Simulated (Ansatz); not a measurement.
```xyz
10

C     0.069   -1.090   -0.295
C     0.638   -0.193   -1.117
Si    0.112    1.185    0.003
C    -0.552   -0.360    0.881
H     0.041   -2.173   -0.425
H     1.161   -0.400   -2.041
H    -0.892    2.159   -0.511
H     1.174    1.961    0.703
H    -0.114   -0.618    1.848
H    -1.637   -0.472    0.953
```

Charge 0, multiplicity 1.

Problem. List the CAM-B3LYP/def2-TZVPP orbital energies in eV (Ansatz 0.2.0). (Estimate.)

Solution. Ansatz gave: Occupied: -1800.77, -279.35, -278.47, -278.47, -145.33, -100.66, -100.65, -100.64, -24.46, -20.14, -17.40, -15.66, -14.49, -13.52, -12.13, -10.92, -10.12, -9.53, -8.98. Lowest empty: 1.04, 1.33, 2.18, 2.87, 3.11, 3.45, 3.59, 4.04.
